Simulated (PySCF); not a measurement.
**C₆ coefficients of unlike pairs at UHF**

Calculated with PySCF 2.14 from the dipole response of each species, C₆(A,B) = (3/π) ∫ α_A(iu) α_B(iu) du, in atomic units, from isotropic polarisabilities. For ions this is the dispersion term alone; charge-induced terms of lower order in 1/R come first.

| species | configuration | basis | relativity | α (bohr³) | C₆ (like pair) |
| --- | --- | --- | --- | --- | --- |
| Mg²⁺ | [Ne] (1S) | aug-cc-pVQZ-DK (7s6p4d3f2g) | spin-free X2C | 0.3130 | 0.2131 |
| F³⁺ | [He] 2s2 2p2 (3P) | aug-cc-pVQZ (6s5p4d3f2g) | none | 0.9809 | 0.8728 |
| He | 1s2 (1S) | aug-cc-pVQZ (5s4p3d2f) | none | 1.322 | 1.375 |
| P⁺ | [Ne] 3s2 3p2 (3P) | def2-QZVPPD (10s6p5d2f1g) | none | 14.48 | 75.05 |

Problem. Estimate C₆ for P⁺ with F³⁺.

Solution. The integral gives 7.178. The combination rule 2 C_A C_B / (C_A α_B/α_A + C_B α_A/α_B) gives 7.291 and the geometric mean 8.093.

No spin-orbit coupling is included.

The other pairs:

```tsv
pair	C₆
P⁺, Mg²⁺	2.870
F³⁺, Mg²⁺	0.4115
He, Mg²⁺	0.4848
P⁺, He	9.462
He, F³⁺	1.080
```
